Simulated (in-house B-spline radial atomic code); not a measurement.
**Ionising Tc7+ with different functionals**

Computed with a B-spline radial code for spherical atoms: scalar-relativistic (spin-free X2C) Hamiltonian, Fermi nucleus of rms radius 4.41117 fm, spin-polarised at highest spin, spherical fractional occupations for the functionals, and exact exchange of hybrids averaged over the configuration. The ionisation energy is the difference of two self-consistent energies, [Ar] 3d10 4s2 4p6 → [Ar] 3d10 4s2 4p5, without Breit or QED terms; ε is the level of the shell that loses the electron (its least bound occupied spin orbital). There is no spin-orbit coupling in this Hamiltonian.

```tsv
method	rung	ΔSCF (eV)	-ε(4p) (eV)
PBE0	global hybrid	152.09	145.00
B3LYP	global hybrid	152.04	144.41
TPSSh	global hybrid	152.21	143.61
BHandHLYP	global hybrid	152.02	147.51
r2SCAN0	global hybrid	152.58	145.60
B97-1	global hybrid	152.04	144.53
HSE06	range-separated hybrid	152.01	144.51
wB97X	range-separated hybrid	151.84	147.42
CAM-B3LYP	range-separated hybrid	151.98	146.37
LC-wPBE	range-separated hybrid	151.97	147.69
```

(1) Among the functionals, which spreads more, the ΔSCF values or the orbital energies?

(2) How do they compare with the NIST value?

## Answers

(1) The orbital energies: ΔSCF values span about 0.75 eV and the orbital energies 4.07 eV; here energy differences depend much less on the functional than eigenvalues do.

(2) NIST lists 150 eV ± 2.1 (tabulated theory, ground level to ground level). Errors run from +1.84 to +2.58 eV; all lie within about twice that uncertainty, so the table can't rank the methods.
